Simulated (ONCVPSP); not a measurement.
# An all-electron radial function and its pseudo partner (zinc)

Columns: radius, all-electron u(r) and pseudo u(r) of the 3d shell (level -10.14 eV) of zinc in the configuration [Ne] 3s2 3p6 3d10 4s2; PBE, scalar-relativistic, ONCV scheme, ONCVPSP 4.0.1.

```json
{"r (bohr)": "0.050", "all-electron": "0.0239", "pseudo": "0.0056"}
{"r (bohr)": "0.100", "all-electron": "0.1226", "pseudo": "0.0426"}
{"r (bohr)": "0.150", "all-electron": "0.2750", "pseudo": "0.1309"}
{"r (bohr)": "0.200", "all-electron": "0.4449", "pseudo": "0.2731"}
{"r (bohr)": "0.250", "all-electron": "0.6063", "pseudo": "0.4549"}
{"r (bohr)": "0.300", "all-electron": "0.7446", "pseudo": "0.6497"}
{"r (bohr)": "0.350", "all-electron": "0.8546", "pseudo": "0.8275"}
{"r (bohr)": "0.400", "all-electron": "0.9358", "pseudo": "0.9645"}
{"r (bohr)": "0.450", "all-electron": "0.9908", "pseudo": "1.0510"}
{"r (bohr)": "0.500", "all-electron": "1.0224", "pseudo": "1.0886"}
{"r (bohr)": "0.550", "all-electron": "1.0352", "pseudo": "1.0890"}
{"r (bohr)": "0.600", "all-electron": "1.0331", "pseudo": "1.0662"}
{"r (bohr)": "0.650", "all-electron": "1.0196", "pseudo": "1.0339"}
{"r (bohr)": "0.700", "all-electron": "0.9977", "pseudo": "1.0012"}
{"r (bohr)": "0.750", "all-electron": "0.9700", "pseudo": "0.9701"}
{"r (bohr)": "0.800", "all-electron": "0.9383", "pseudo": "0.9382"}
{"r (bohr)": "0.850", "all-electron": "0.9041", "pseudo": "0.9040"}
{"r (bohr)": "0.900", "all-electron": "0.8685", "pseudo": "0.8684"}
{"r (bohr)": "0.950", "all-electron": "0.8324", "pseudo": "0.8322"}
{"r (bohr)": "1.000", "all-electron": "0.7963", "pseudo": "0.7961"}
{"r (bohr)": "1.050", "all-electron": "0.7606", "pseudo": "0.7605"}
{"r (bohr)": "1.100", "all-electron": "0.7258", "pseudo": "0.7257"}
{"r (bohr)": "1.150", "all-electron": "0.6920", "pseudo": "0.6919"}
{"r (bohr)": "1.200", "all-electron": "0.6593", "pseudo": "0.6592"}
{"r (bohr)": "1.250", "all-electron": "0.6279", "pseudo": "0.6278"}
{"r (bohr)": "1.300", "all-electron": "0.5978", "pseudo": "0.5977"}
```

(1) How many radial nodes do the two functions have?

(2) At about which radius was the pseudo-wave matched?

(3) Is the pseudo-wave norm-conserving?

Answers

(1) The all-electron 3d function has n − l − 1 = 0; the pseudo-wave has 0.

(2) 0.80 bohr, where the columns begin to agree (steps of 0.05 bohr).

(3) Yes: the ONCV scheme keeps the norm inside the radius equal to the all-electron one, which fixes the energy derivative of the logarithmic derivative at the level.
